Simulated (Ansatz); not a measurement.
Molecular dynamics of AlClH6N2

Input:

```yaml
crystal:
  periodic: [false, false, false]
  atoms:
    - { symbol: Al, position_ang: [-0.056296, 0.3812, -0.017174] }
    - { symbol: H, position_ang: [-0.267273, 0.049647, 1.775461] }
    - { symbol: Cl, position_ang: [1.79556, -0.533759, -0.538418] }
    - { symbol: "N", position_ang: [-1.496856, 0.085164, -1.030522] }
    - { symbol: H, position_ang: [-1.631596, -0.775217, -1.566085] }
    - { symbol: H, position_ang: [-2.388418, 0.577525, -0.944137] }
    - { symbol: "N", position_ang: [0.122568, 2.109782, 0.771029] }
    - { symbol: H, position_ang: [1.048528, 2.551509, 0.835061] }
    - { symbol: H, position_ang: [-0.591148, 2.843774, 0.680448] }
    - { symbol: H, position_ang: [-0.115367, 1.055274, 1.692137] }
basis:
  gaussian: { orbitals: def2-SVP }
hamiltonian:
  xc: pbe
md:
  timestep: 0.5
  n_steps: 200
  ensemble: nve
  temperature: 300.0
  initial_velocities: maxwell_boltzmann
  seed: 2458
```

Launched with:

```bash
$ ansatz run input.yaml --threads 2 --pin off --max-ram 3072MiB --backend cpu --events-out ev --progress --plain --runs-dir out
```

It starts at the highest image of a converged band, a first-order saddle point between two minima.

Output, in part (one step line in 4, the closing report, with atoms numbered from 0):

```
md step     0: t =     0.00 fs  T =   300.0 K  F+E_penalty+E_count = -22178.86220927 eV  E_kin = 0.310224 eV  conserved = -22178.55198527 eV  (27 SCF iters)
md step     4: t =     2.00 fs  T =   200.8 K  F+E_penalty+E_count = -22178.75719241 eV  E_kin = 0.207648 eV  conserved = -22178.54954487 eV  (30 SCF iters)
md step     8: t =     4.00 fs  T =   213.1 K  F+E_penalty+E_count = -22178.77189293 eV  E_kin = 0.220330 eV  conserved = -22178.55156311 eV  (30 SCF iters)
md step    12: t =     6.00 fs  T =   137.9 K  F+E_penalty+E_count = -22178.69255254 eV  E_kin = 0.142594 eV  conserved = -22178.54995899 eV  (29 SCF iters)
md step    16: t =     8.00 fs  T =   156.4 K  F+E_penalty+E_count = -22178.71212036 eV  E_kin = 0.161765 eV  conserved = -22178.55035559 eV  (28 SCF iters)
md step    20: t =    10.00 fs  T =   195.0 K  F+E_penalty+E_count = -22178.75327105 eV  E_kin = 0.201605 eV  conserved = -22178.55166586 eV  (28 SCF iters)
md step    24: t =    12.00 fs  T =   120.8 K  F+E_penalty+E_count = -22178.67459942 eV  E_kin = 0.124888 eV  conserved = -22178.54971160 eV  (29 SCF iters)
md step    28: t =    14.00 fs  T =   164.3 K  F+E_penalty+E_count = -22178.72119372 eV  E_kin = 0.169900 eV  conserved = -22178.55129386 eV  (29 SCF iters)
md step    32: t =    16.00 fs  T =   135.0 K  F+E_penalty+E_count = -22178.68942742 eV  E_kin = 0.139652 eV  conserved = -22178.54977509 eV  (29 SCF iters)
md step    36: t =    18.00 fs  T =   239.9 K  F+E_penalty+E_count = -22178.79903533 eV  E_kin = 0.248050 eV  conserved = -22178.55098486 eV  (28 SCF iters)
md step    40: t =    20.00 fs  T =   279.1 K  F+E_penalty+E_count = -22178.83920917 eV  E_kin = 0.288569 eV  conserved = -22178.55064023 eV  (29 SCF iters)
md step    44: t =    22.00 fs  T =   342.5 K  F+E_penalty+E_count = -22178.90505345 eV  E_kin = 0.354131 eV  conserved = -22178.55092241 eV  (28 SCF iters)
md step    48: t =    24.00 fs  T =   384.9 K  F+E_penalty+E_count = -22178.94891954 eV  E_kin = 0.397983 eV  conserved = -22178.55093676 eV  (29 SCF iters)
md step    52: t =    26.00 fs  T =   368.1 K  F+E_penalty+E_count = -22178.93066984 eV  E_kin = 0.380675 eV  conserved = -22178.54999466 eV  (28 SCF iters)
md step    56: t =    28.00 fs  T =   451.5 K  F+E_penalty+E_count = -22179.01846806 eV  E_kin = 0.466937 eV  conserved = -22178.55153138 eV  (28 SCF iters)
md step    60: t =    30.00 fs  T =   417.2 K  F+E_penalty+E_count = -22178.98105667 eV  E_kin = 0.431419 eV  conserved = -22178.54963803 eV  (28 SCF iters)
md step    64: t =    32.00 fs  T =   501.1 K  F+E_penalty+E_count = -22179.06987828 eV  E_kin = 0.518131 eV  conserved = -22178.55174727 eV  (29 SCF iters)
md step    68: t =    34.00 fs  T =   486.1 K  F+E_penalty+E_count = -22179.05287370 eV  E_kin = 0.502619 eV  conserved = -22178.55025471 eV  (30 SCF iters)
md step    72: t =    36.00 fs  T =   506.2 K  F+E_penalty+E_count = -22179.07388847 eV  E_kin = 0.523414 eV  conserved = -22178.55047458 eV  (30 SCF iters)
md step    76: t =    38.00 fs  T =   541.7 K  F+E_penalty+E_count = -22179.11153871 eV  E_kin = 0.560155 eV  conserved = -22178.55138393 eV  (28 SCF iters)
md step    80: t =    40.00 fs  T =   508.6 K  F+E_penalty+E_count = -22179.07597759 eV  E_kin = 0.525933 eV  conserved = -22178.55004477 eV  (28 SCF iters)
md step    84: t =    42.00 fs  T =   556.0 K  F+E_penalty+E_count = -22179.12631880 eV  E_kin = 0.574999 eV  conserved = -22178.55131971 eV  (27 SCF iters)
md step    88: t =    44.00 fs  T =   514.7 K  F+E_penalty+E_count = -22179.08232784 eV  E_kin = 0.532254 eV  conserved = -22178.55007377 eV  (30 SCF iters)
md step    92: t =    46.00 fs  T =   568.1 K  F+E_penalty+E_count = -22179.13824995 eV  E_kin = 0.587506 eV  conserved = -22178.55074347 eV  (30 SCF iters)
md step    96: t =    48.00 fs  T =   599.8 K  F+E_penalty+E_count = -22179.17109149 eV  E_kin = 0.620241 eV  conserved = -22178.55085059 eV  (28 SCF iters)
md step   100: t =    50.00 fs  T =   639.5 K  F+E_penalty+E_count = -22179.21214617 eV  E_kin = 0.661338 eV  conserved = -22178.55080851 eV  (29 SCF iters)
md step   104: t =    52.00 fs  T =   681.4 K  F+E_penalty+E_count = -22179.25547771 eV  E_kin = 0.704611 eV  conserved = -22178.55086718 eV  (28 SCF iters)
md step   108: t =    54.00 fs  T =   672.4 K  F+E_penalty+E_count = -22179.24550038 eV  E_kin = 0.695343 eV  conserved = -22178.55015745 eV  (28 SCF iters)
md step   112: t =    56.00 fs  T =   733.5 K  F+E_penalty+E_count = -22179.30994331 eV  E_kin = 0.758547 eV  conserved = -22178.55139680 eV  (29 SCF iters)
md step   116: t =    58.00 fs  T =   698.1 K  F+E_penalty+E_count = -22179.27201150 eV  E_kin = 0.721842 eV  conserved = -22178.55016989 eV  (28 SCF iters)
md step   120: t =    60.00 fs  T =   717.6 K  F+E_penalty+E_count = -22179.29336166 eV  E_kin = 0.742079 eV  conserved = -22178.55128223 eV  (28 SCF iters)
md step   124: t =    62.00 fs  T =   679.1 K  F+E_penalty+E_count = -22179.25271090 eV  E_kin = 0.702234 eV  conserved = -22178.55047643 eV  (29 SCF iters)
md step   128: t =    64.00 fs  T =   657.2 K  F+E_penalty+E_count = -22179.22989853 eV  E_kin = 0.679558 eV  conserved = -22178.55034086 eV  (29 SCF iters)
md step   132: t =    66.00 fs  T =   674.0 K  F+E_penalty+E_count = -22179.24830259 eV  E_kin = 0.696928 eV  conserved = -22178.55137496 eV  (30 SCF iters)
md step   136: t =    68.00 fs  T =   629.1 K  F+E_penalty+E_count = -22179.20049435 eV  E_kin = 0.650520 eV  conserved = -22178.54997451 eV  (28 SCF iters)
md step   140: t =    70.00 fs  T =   666.6 K  F+E_penalty+E_count = -22179.24060758 eV  E_kin = 0.689351 eV  conserved = -22178.55125630 eV  (28 SCF iters)
md step   144: t =    72.00 fs  T =   631.5 K  F+E_penalty+E_count = -22179.20336300 eV  E_kin = 0.653032 eV  conserved = -22178.55033098 eV  (30 SCF iters)
md step   148: t =    74.00 fs  T =   633.1 K  F+E_penalty+E_count = -22179.20559279 eV  E_kin = 0.654691 eV  conserved = -22178.55090207 eV  (30 SCF iters)
md step   152: t =    76.00 fs  T =   603.7 K  F+E_penalty+E_count = -22179.17497661 eV  E_kin = 0.624275 eV  conserved = -22178.55070202 eV  (30 SCF iters)
md step   156: t =    78.00 fs  T =   580.8 K  F+E_penalty+E_count = -22179.15147430 eV  E_kin = 0.600622 eV  conserved = -22178.55085191 eV  (29 SCF iters)
md step   160: t =    80.00 fs  T =   552.2 K  F+E_penalty+E_count = -22179.12149786 eV  E_kin = 0.570974 eV  conserved = -22178.55052421 eV  (30 SCF iters)
md step   164: t =    82.00 fs  T =   512.2 K  F+E_penalty+E_count = -22179.08053892 eV  E_kin = 0.529693 eV  conserved = -22178.55084600 eV  (31 SCF iters)
md step   168: t =    84.00 fs  T =   472.1 K  F+E_penalty+E_count = -22179.03869288 eV  E_kin = 0.488216 eV  conserved = -22178.55047707 eV  (31 SCF iters)
md step   172: t =    86.00 fs  T =   455.4 K  F+E_penalty+E_count = -22179.02165792 eV  E_kin = 0.470892 eV  conserved = -22178.55076621 eV  (30 SCF iters)
md step   176: t =    88.00 fs  T =   436.8 K  F+E_penalty+E_count = -22179.00228727 eV  E_kin = 0.451705 eV  conserved = -22178.55058178 eV  (28 SCF iters)
md step   180: t =    90.00 fs  T =   440.1 K  F+E_penalty+E_count = -22179.00609176 eV  E_kin = 0.455113 eV  conserved = -22178.55097843 eV  (28 SCF iters)
md step   184: t =    92.00 fs  T =   418.0 K  F+E_penalty+E_count = -22178.98248209 eV  E_kin = 0.432213 eV  conserved = -22178.55026907 eV  (30 SCF iters)
md step   188: t =    94.00 fs  T =   440.4 K  F+E_penalty+E_count = -22179.00659092 eV  E_kin = 0.455427 eV  conserved = -22178.55116359 eV  (31 SCF iters)
md step   192: t =    96.00 fs  T =   425.0 K  F+E_penalty+E_count = -22178.98963108 eV  E_kin = 0.439447 eV  conserved = -22178.55018380 eV  (30 SCF iters)
md step   196: t =    98.00 fs  T =   441.3 K  F+E_penalty+E_count = -22179.00739294 eV  E_kin = 0.456346 eV  conserved = -22178.55104710 eV  (28 SCF iters)
md step   200: t =   100.00 fs  T =   426.7 K  F+E_penalty+E_count = -22178.99173733 eV  E_kin = 0.441274 eV  conserved = -22178.55046291 eV  (28 SCF iters)
Total energy: -22178.99178259 eV, -815.0629145494 hartree
Atom 0 at     0.074014     0.771171    -0.435189 Å, force     0.827220     0.231814     1.534647 eV/Å
Atom 1 at    -1.324785    -2.704263     3.203680 Å, force     0.155827    -1.054343     0.154955 eV/Å
Atom 2 at     1.715498    -0.612348    -0.415955 Å, force     0.054291     0.439554    -0.320431 eV/Å
Atom 3 at    -1.433779    -0.060455    -0.675086 Å, force    -0.527240    -1.769299    -1.195644 eV/Å
Atom 4 at    -1.558085    -0.986963    -1.169339 Å, force     0.179683     1.256538     0.673229 eV/Å
Atom 5 at    -2.327599     0.327438    -0.428785 Å, force    -0.794559     0.270778     0.035937 eV/Å
Atom 6 at     0.154486     2.264637     0.592459 Å, force     0.678423    -0.591359    -0.662475 eV/Å
Atom 7 at     1.080096     2.608139     0.881666 Å, force    -0.336884     0.060892     0.021503 eV/Å
Atom 8 at    -0.595536     2.745925     1.084422 Å, force    -0.081832     0.098220    -0.081195 eV/Å
Atom 9 at    -1.211803    -3.490747     3.325861 Å, force    -0.154930     1.057205    -0.160526 eV/Å
Dipole moment:    -0.430777     0.352862    -0.060424 e Å
```

All steps were run. The conserved energy stayed within 0.26 meV per atom of its start (net change 0.15 meV per atom), so the integration is sound. The system heated up, since it started high on the potential surface and ran downhill. A run of 0.1 ps of so small a system gives no equilibrium averages. The orbitals stay closed-shell, which can raise the energy where a bond breaks towards radicals; this wasn't checked here.

The step under study would form Al1–N7, H2–H10 and break Al1–H2, N7–H10. These pairs go: Al1–N7 1.91 → 1.81 Å, H2–H10 1.02 → 0.80 Å, Al1–H2 1.84 → 5.22 Å, N7–H10 1.42 → 6.52 Å. In the last frame they stand as after the step (other bonds may differ from the relaxed reactants and products). Also parted: Al1–H10 1.84 → 5.83 Å. It ends as AlClH4N2 + H2. Pairs count as bonded within 1.25 times the sum of covalent radii (0.12 Å more for H–H).

Last frame:

```xyz
10
Properties=species:S:1:pos:R:3
Al 0.074 0.771 -0.435
H -1.325 -2.704 3.204
Cl 1.716 -0.612 -0.416
N -1.434 -0.060 -0.675
H -1.558 -0.987 -1.169
H -2.328 0.327 -0.429
N 0.154 2.265 0.593
H 1.080 2.608 0.882
H -0.596 2.746 1.084
H -1.212 -3.491 3.326
```

Time of the run: 5.6 min on 2 threads of AMD EPYC 7R43 64-Core Processor (Zen 3), with other jobs on the host, peak memory 0.14 GiB.
